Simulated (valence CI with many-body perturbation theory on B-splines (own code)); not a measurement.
# Cl11+: calculated level list

Level of theory: valence CI with perturbative core correlation (CI+MBPT): four valence electrons over a frozen Dirac-Fock core [He], a basis of 9 s, 9 p, 8 d, 6 f, 3 g, 1 h functions for each j, with the one-electron correlation potential Σ1, the two-electron term Σ2, the three-electron term Σ3, Breit, model QED; selected CI, second order for the rest, scaled by the run's own slope (own B-spline code, finite nucleus).

No measured levels were compared; by estimate levels of excited configurations hold to 0.05 to 0.15 % of their energy, terms of the ground configuration to about 0.5 %. Among the levels kept, up to 330 cm⁻¹ of a level comes from second order outside the variational space, and about a tenth of that is noise between levels of different J, which matters for small intervals.

Levels 1 to 42 of 42, with energies above the lowest level, 2s²2p² ³P_0. "Leading %" is the weight of the configuration and term that name the level; weights of strongly mixed levels are sums over their largest components and can fall short, so below about 35 % the name and the second component can differ from the true leading terms, or belong to a minority configuration. In the jj column 3d3/2^4 stands for four electrons in 3d with j = 3/2. Lifetimes count E1, E2, E3, M1 and M2 decay at the calculated energies, and are blank where another channel may lead or the interval is too uncertain; long ones can be off by a factor of two.

```csv
No.,Configuration,Term,J,E (cm⁻¹),Leading %,g,Leading jj,Lifetime
1,2s²2p²,³P,0,0,97,,2s^2 2p1/2^2 (75 %),
2,2s²2p²,³P,1,7220,98,1.500,2s^2 2p1/2 2p3/2 (98 %),149 ms
3,2s²2p²,³P,2,16608,97,1.490,2s^2 2p3/2^2 (53 %),90.8 ms
4,2s²2p²,¹D,2,75707,97,1.008,2s^2 2p1/2 2p3/2 (53 %),4.42 ms
5,2s²2p²,¹S,0,147230,94,,2s^2 2p3/2^2 (73 %),577 μs
6,2s2p³,⁵S°,2,205860,100,2.000,2s 2p1/2 2p3/2^2 (55 %),804 ns
7,2s2p³,³D°,2,388270,98,1.172,2s 2p1/2 2p3/2^2 (66 %),288 ps
8,2s2p³,³D°,1,388670,98,0.510,2s 2p1/2 2p3/2^2 (44 %),274 ps
9,2s2p³,³D°,3,388930,100,1.333,2s 2p1/2 2p3/2^2 (100 %),314 ps
10,2s2p³,³P°,0,455590,100,,2s 2p1/2 2p3/2^2 (100 %),115 ps
11,2s2p³,³P°,1,455750,98,1.489,2s 2p1/2 2p3/2^2 (67 %),116 ps
12,2s2p³,³P°,2,456490,97,1.492,2s 2p3/2^3 (57 %),121 ps
13,2s2p³,¹D°,2,577570,99,1.001,2s 2p1/2 2p3/2^2 (77 %),40.4 ps
14,2s2p³,³S°,1,581570,97,1.979,2s 2p1/2 2p3/2^2 (56 %),20.3 ps
15,2s2p³,¹P°,1,645170,97,1.018,2s 2p3/2^3 (44 %),25.4 ps
16,2p⁴,³P,2,882790,97,1.493,2p1/2^2 2p3/2^2 (76 %),34.6 ps
17,2p⁴,³P,1,894680,98,1.500,2p1/2 2p3/2^3 (98 %),33.6 ps
18,2p⁴,³P,0,898600,98,,2p3/2^4 (57 %),33.4 ps
19,2p⁴,¹D,2,946320,97,1.005,2p1/2 2p3/2^3 (76 %),61.4 ps
20,2p⁴,¹S,0,1074000,94,,2p1/2^2 2p3/2^2 (55 %),28.5 ps
21,2s²2p3s,³P°,0,2711700,95,,2s^2 2p1/2 3s (95 %),3.29 ps
22,2s²2p3s,³P°,1,2715000,87,1.458,2s^2 2p1/2 3s (86 %),3.10 ps
23,2s²2p3s,³P°,2,2728900,95,1.500,2s^2 2p3/2 3s (95 %),3.24 ps
24,2s²2p3s,¹P°,1,2744300,88,1.040,2s^2 2p3/2 3s (86 %),2.03 ps
25,2s²2p3p,¹P,1,2811300,57,0.830,2s^2 2p1/2 3p1/2 (81 %),126 ps
26,2s²2p3p,³D,1,2823500,57,0.761,2s^2 2p1/2 3p3/2 (42 %),98.5 ps
27,2s²2p3p,³D,2,2825500,93,1.170,2s^2 2p1/2 3p3/2 (62 %),111 ps
28,2s²2p3p,³D,3,2837200,95,1.333,2s^2 2p3/2 3p3/2 (95 %),116 ps
29,2s²2p3p,³S,1,2843200,66,1.791,2s^2 2p3/2 3p3/2 (54 %),34.7 ps
30,2s²2p3p,³P,0,2844800,87,,2s^2 2p1/2 3p1/2 (69 %),20.6 ps
31,2s²2p3p,³P,1,2852700,66,1.616,2s^2 2p3/2 3p1/2 (74 %),23.2 ps
32,2s²2p3p,³P,2,2856500,85,1.483,2s^2 2p3/2 3p3/2 (45 %),21.2 ps
33,2s²2p3p,¹D,2,2887200,93,1.011,2s^2 2p3/2 3p3/2 (45 %),70.8 ps
34,2s²2p3p,¹S,0,2924700,94,,2s^2 2p3/2 3p3/2 (73 %),27.1 ps
35,2s2p²3s,⁵P,1,2926500,99,2.499,2s 2p1/2^2 3s (41 %),4.28 ps
36,2s2p²3s,⁵P,2,2932600,99,1.833,2s 2p1/2 2p3/2 3s (85 %),4.22 ps
37,2s²2p3d,³F°,2,2936400,71,0.754,2s^2 2p1/2 3d3/2 (94 %),3.28 ps
38,2s2p²3s,⁵P,3,2940600,99,1.666,2s 2p3/2^2 3s (61 %),4.14 ps
39,2s²2p3d,³F°,3,2944500,92,1.091,2s^2 2p1/2 3d5/2 (62 %),6.50 ps
40,2s²2p3d,¹D°,2,2948000,65,0.959,2s^2 2p1/2 3d5/2 (44 %),994 fs
41,2s²2p3d,³F°,4,2954200,96,1.250,2s^2 2p3/2 3d5/2 (96 %),1.34 ns
42,2s²2p3d,³D°,1,2964800,81,0.634,2s^2 2p1/2 3d3/2 (77 %),340 fs
```

Names give the largest LS component (configuration and term), which can be under half, so a name can repeat, a term be missing and a line seem to break the LS rules; names also repeat where a configuration has a term twice.

The ionisation energy to 2s²2p ²P°1/2 of the next ion comes out as 591.89 eV (NIST: 591.58 ± 0.19 eV (semi-empirical)). All 42 levels together are meant to be complete up to 2966900 cm⁻¹.
